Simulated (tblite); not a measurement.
Compound: C7H8ClO (doublet state).
Atom-mapped SMILES: `[CH2:1]=[CH:2][C@@H:3]1[C:4](=[O:5])[CH:6][CH2:7][C@H:8]1[Cl:9]` (hydrogens: H10, H11 on C1; H12 on C2; H13 on C3; H14 on C6; H15, H16 on C7; H17 on C8)

Cartesian coordinates in Å at the GFN2-xTB level; atoms count from 1:
```xyz
17
C7H8ClO angstrom
C      2.791   -0.240    0.406
C      1.654   -0.322   -0.257
C      0.315   -0.003    0.326
C     -0.601   -1.247    0.387
O     -0.242   -2.359    0.736
C     -1.907   -0.835    0.006
C     -1.967    0.590   -0.346
C     -0.497    1.005   -0.495
Cl    -0.230    2.685    0.049
H      2.830    0.084    1.433
H      3.731   -0.494   -0.052
H      1.637   -0.660   -1.285
H      0.441    0.358    1.352
H     -2.770   -1.475    0.062
H     -2.558    0.780   -1.247
H     -2.445    1.167    0.458
H     -0.191    0.976   -1.543
```

Method: GFN2-xTB as coded in tblite; computed harmonic values from a numerical Hessian at the method's own geometry, unscaled. Errors from tens to a few hundred cm⁻¹ against measured bands are possible. One conformer, not necessarily the lowest. Open shells enter through the occupations alone, without spin polarisation, and single modes of such species can be off by tens of per cent.

Harmonic wavenumbers (cm⁻¹): 39.8, 51.2, 162.6, 176.7, 238.1, 243.3, 336.0, 414.6, 443.6, 506.3, 517.7, 604.8, 650.9, 665.5, 782.4, 863.0, 863.5, 899.2, 961.2, 985.7, 1015.3, 1016.5, 1075.0, 1096.9, 1129.7, 1141.5, 1168.7, 1195.2, 1226.4, 1264.5, 1280.1, 1296.3, 1314.2, 1409.8, 1412.9, 1641.6, 1707.1, 2877.2, 2937.5, 2944.9, 2953.5, 3058.6, 3106.5, 3124.9, 3136.2.

A = 1739, B = 1237, C = 769.6 MHz; mass 143.026 u (most abundant isotopes); point group C1, symmetry number 1; spin multiplicity 2.

What is the zero-point energy?

Half the sum of the wavenumbers: 27969 cm⁻¹ = 79.97 kcal/mol.

What is S at 500 K and 1 bar for an ideal gas of classical rigid rotors and harmonic oscillators?

Translation 43.38, rotation 31.19, vibration 44.07, spin (R ln 2) 1.38: S = 120.0 cal/(mol K).

And Cp and H(500 K) − H(0)?

Cp = 52.92 cal/(mol K), of which vibrations give 44.97 (their classical limit is 45 R = 89.4); H(500 K) − H(0) = 15.35 kcal/mol without the zero-point energy, 11.38 from vibrations.

Which modes carry the vibrational entropy at 500 K?

39.8 cm⁻¹: 6.29; 51.2 cm⁻¹: 5.79; 162.6 cm⁻¹: 3.51; 176.7 cm⁻¹: 3.35; 238.1 cm⁻¹: 2.78; 243.3 cm⁻¹: 2.74 cal/(mol K); the other 39 give 19.60 together.

Blend soft modes into free rotors: weight 1/[1 + (100 cm⁻¹/ν̃)⁴] for the oscillator and the rest for a rotor with moment μB/(μ + B), μ = h/(8π²ν), B = 10⁻⁴⁴ kg m². What vibrational entropy results?

40.32 cal/(mol K) in place of 44.07, which changes −T·S at 500 K by +1.88 kcal/mol.

What must be added to the electronic energy to get the Gibbs energy at 500 K and 1 bar?

ZPE + [H(500 K) − H(0)] − T·S = 79.97 + 15.35 − 60.01 = 35.31 kcal/mol.

Hindered rotation and anharmonicity are outside this model. Other conformers, if any are populated, would add a mixing term that is left out. The structure is chiral; the term R ln 2 for an equal mix with its mirror image is left out.
